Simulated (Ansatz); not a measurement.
Consider the formal exchange of groups at the In–Cl bond: `[Cl][In]([Cl])[Cl]` + `CCNC` → `C[NH][In]([Cl])[Cl]` + `CCCl`.

Gas-phase electronic energies from Ansatz, PBE0-D4/def2-TZVP geometries. CCSD(T)/CBS is the MP2 limit (def2-TZVPP, def2-QZVPP) plus CCSD(T) − MP2 in def2-TZVPP, frozen cores. Functionals use def2-TZVPP. Elements past krypton have def2 core potentials. For In outer-core shells are correlated without core-valence functions, which leaves a few kJ/mol of doubt a bond. One conformer a species, not always the lowest.

| level | ΔE (kJ/mol) |
| --- | --- |
| r2SCAN-D4 | 94.6 |
| ωB97M-V | 94.9 |
| PBE-QIDH | 96.3 |
| r2SCAN | 94.6 |
| BHLYP | 102.5 |
| CCSD(T)/def2-SVP | 111.3 |
| CCSD(T)/def2-TZVPP | 89.9 |
| SCS-MP2/def2-QZVPP | 86.4 |

Question: What does CCSD(T)/CBS give? (Estimate.)

Answer: Ansatz gave: +86.9 kJ/mol. The listed levels differ from it by 7.7, 8.0, 9.4, 7.7, 15.6, 24.4, 3.0, -0.5 kJ/mol.

Largest T1 diagnostic among the species: 0.013.

From r2SCAN to r2SCAN0 (25 % exact exchange), in def2-TZVPP and without D4, ΔE moves by +5.2 kJ/mol. Leaving LDA and LC-ωPBE aside and taking each functional with its dispersion term where it has one, the values, not all of them listed here, spread over 16.8 kJ/mol, from BLYP-D4 to B97M-V.
